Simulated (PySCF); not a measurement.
FK, singlet, at a GFN2-xTB geometry (such geometries of metal compounds can be far from the true shape); PySCF with TPSS/6-31G**.

Here is a job for PySCF.
```python
from pyscf import gto, scf, dft

mol = gto.M(
    atom='''
K    -0.00000000   -0.00000000   -0.64992819
F     0.00000000    0.00000000    1.37207062
''',
    basis='6-31g**',
    verbose=4,
)

mf = dft.RKS(mol)
mf.xc = 'tpss'
mf.kernel()
mf.analyze()
```

What the program printed (banner, timings and long lists left out):

```
PySCF version 2.14.0

[INPUT] verbose = 4
[INPUT] num. atoms = 2
[INPUT] num. electrons = 28
[INPUT] charge = 0
[INPUT] spin (= nelec alpha-beta = 2S) = 0
[INPUT] symmetry False subgroup None
[INPUT] Mole.unit = angstrom
[INPUT] Symbol           X                Y                Z      unit          X                Y                Z       unit  Magmom
[INPUT]  1 K      0.000000000000   0.000000000000  -0.649928190000 AA    0.000000000000   0.000000000000  -1.228186279734 Bohr   0.0
[INPUT]  2 F      0.000000000000   0.000000000000   1.372070620000 AA    0.000000000000   0.000000000000   2.592837695362 Bohr   0.0

nuclear repulsion = 44.7524017421751
number of shells = 16
number of NR pGTOs = 102
number of NR cGTOs = 36
basis = 6-31g**
ecp = {}

******** <class 'pyscf.dft.rks.RKS'> ********
method = RKS
initial guess = minao
damping factor = 0
level_shift factor = 0
DIIS = <class 'pyscf.scf.diis.CDIIS'>
diis_start_cycle = 1
diis_space = 8
diis_damp = 0
SCF conv_tol = 1e-09
SCF conv_tol_grad = None
SCF max_cycles = 50
direct_scf = True
direct_scf_tol = 1e-13
XC library pyscf.dft.libxc version 7.1.2
    S. Lehtola, C. Steigemann, M. J. T. Oliveira, and M. A. L. Marques,  SoftwareX 7, 1–5 (2018)
XC functionals = tpss
    J. Tao, J. P. Perdew, V. N. Staroverov, and G. E. Scuseria,  Phys. Rev. Lett. 91, 146401 (2003)
    J. P. Perdew, J. Tao, V. N. Staroverov, and G. E. Scuseria,  J. Chem. Phys. 120, 6898 (2004)
    J. Tao, J. P. Perdew, V. N. Staroverov, and G. E. Scuseria,  Phys. Rev. Lett. 91, 146401 (2003)
    J. P. Perdew, J. Tao, V. N. Staroverov, and G. E. Scuseria,  J. Chem. Phys. 120, 6898 (2004)
radial grids:
    Treutler-Ahlrichs [JCP 102, 346 (1995); DOI:10.1063/1.469408] (M4) radial grids

becke partition: Becke, JCP 88, 2547 (1988); DOI:10.1063/1.454033
pruning grids: <function nwchem_prune>
grids dens level: 3
symmetrized grids: False
atomic radii adjust function: <function treutler_atomic_radii_adjust>
small_rho_cutoff = 0
Set gradient conv threshold to 3.16228e-05
Initial guess from minao.
tot grids = 34304
init E= -699.627525144956
  HOMO = -0.463085042377066  LUMO = -0.0766419760394135  gap/eV = 10.51565
cycle= 1 E= -699.591463116451  delta_E= 0.0361  |g|= 0.946  |ddm|= 0.96
  HOMO = 0.00949051640617891  LUMO = 0.0348157573607555  gap/eV = 0.68913
cycle= 2 E= -688.626450844485  delta_E=   11  |g|=  3.1  |ddm|= 3.48
  HOMO = -0.466543813650089  LUMO = -0.0706215007019804  gap/eV = 10.77359
cycle= 3 E= -699.640601509663  delta_E=  -11  |g|= 0.755  |ddm|= 3.47
  HOMO = -0.150124997943166  LUMO = -0.0478673124592124  gap/eV = 2.78257
cycle= 4 E= -699.751520912304  delta_E= -0.111  |g|= 0.144  |ddm|= 0.685
  HOMO = -0.132102353380984  LUMO = -0.051867381218162  gap/eV = 2.18330
cycle= 5 E= -699.755290296913  delta_E= -0.00377  |g|= 0.0174  |ddm|= 0.15
  HOMO = -0.137173735941231  LUMO = -0.0530807949618772  gap/eV = 2.28829
cycle= 6 E= -699.755373548726  delta_E= -8.33e-05  |g|= 0.00155  |ddm|= 0.0291
  HOMO = -0.136980117843032  LUMO = -0.0533426847399405  gap/eV = 2.27589
cycle= 7 E= -699.755374301702  delta_E= -7.53e-07  |g|= 0.000107  |ddm|= 0.00254
  HOMO = -0.136992333581347  LUMO = -0.0533525903914085  gap/eV = 2.27595
cycle= 8 E= -699.755374303782  delta_E= -2.08e-09  |g|= 1.06e-05  |ddm|= 7.19e-05
  HOMO = -0.136995106880722  LUMO = -0.0533531050591289  gap/eV = 2.27601
cycle= 9 E= -699.755374303818  delta_E= -3.54e-11  |g|= 1.52e-07  |ddm|= 2.24e-05
  HOMO = -0.136995127064205  LUMO = -0.0533532511707016  gap/eV = 2.27601
Extra cycle  E= -699.755374303818  delta_E= -7.96e-13  |g|= 1.92e-07  |ddm|= 5.19e-07
converged SCF energy = -699.755374303818
**** SCF Summaries ****
Total Energy =                        -699.755374303818371
Nuclear Repulsion Energy =              44.752401742175110
One-electron Energy =                -1055.798149914009628
Two-electron Energy =                  311.290373868016104
Two-electron Coulomb Energy =          355.414631709168077
DFT Exchange-Correlation Energy =      -44.124257841151973
HOMO-LUMO gap [eV] =                     2.276011372375058
**** MO energy ****
MO #1   energy= -129.123956482126  occ= 2
MO #2   energy= -24.1866340195609  occ= 2
MO #3   energy= -12.9179738209062  occ= 2
MO #4   energy= -10.2761826148762  occ= 2
MO #5   energy= -10.2761826148762  occ= 2
MO #6   energy= -10.275035431799   occ= 2
MO #7   energy= -1.27398960420748  occ= 2
MO #8   energy= -0.856063464739858 occ= 2
MO #9   energy= -0.667404237702883 occ= 2
MO #10  energy= -0.667404237702882 occ= 2
MO #11  energy= -0.643292852935256 occ= 2
MO #12  energy= -0.145602306283863 occ= 2
MO #13  energy= -0.145602306283858 occ= 2
MO #14  energy= -0.136995127064205 occ= 2
MO #15  energy= -0.0533532511707016 occ= 0
MO #16  energy= 0.000218102971619003 occ= 0
MO #17  energy= 0.000218102971621106 occ= 0
MO #18  energy= 0.020813318074818  occ= 0
MO #19  energy= 0.0449675891938566 occ= 0
MO #20  energy= 0.0697993489304113 occ= 0
MO #21  energy= 0.0697993489304215 occ= 0
MO #22  energy= 0.0990178370798278 occ= 0
 ** Mulliken pop on meta-lowdin orthogonal AOs  **
 ** Mulliken pop  **
pop of  0 K 1s            2.00000
pop of  0 K 2s            1.99993
pop of  0 K 3s            1.99932
pop of  0 K 4s            0.05267
pop of  0 K 5s            0.01101
pop of  0 K 2px           2.00000
pop of  0 K 2py           2.00000
pop of  0 K 2pz           1.99998
pop of  0 K 3px           1.99925
pop of  0 K 3py           1.99925
pop of  0 K 3pz           1.99640
pop of  0 K 4px           0.02996
pop of  0 K 4py           0.02996
pop of  0 K 4pz           0.02534
pop of  0 K 5px           0.00559
pop of  0 K 5py           0.00559
pop of  0 K 5pz           0.00012
pop of  0 K 3dxy          0.00000
pop of  0 K 3dyz          0.01939
pop of  0 K 3dz^2         0.01489
pop of  0 K 3dxz          0.01939
pop of  0 K 3dx2-y2       0.00000
pop of  1 F 1s            1.99998
pop of  1 F 2s            1.96860
pop of  1 F 3s            0.00247
pop of  1 F 2px           1.94131
pop of  1 F 2py           1.94131
pop of  1 F 2pz           1.92579
pop of  1 F 3px           0.00388
pop of  1 F 3py           0.00388
pop of  1 F 3pz           0.00301
pop of  1 F 3dxy          0.00000
pop of  1 F 3dyz          0.00062
pop of  1 F 3dz^2         0.00049
pop of  1 F 3dxz          0.00062
pop of  1 F 3dx2-y2       0.00000
 ** Mulliken atomic charges  **
charge of    0K =      0.79196
charge of    1F =     -0.79196
Dipole moment(X, Y, Z, Debye):  0.00000,  0.00000, -6.59877
```
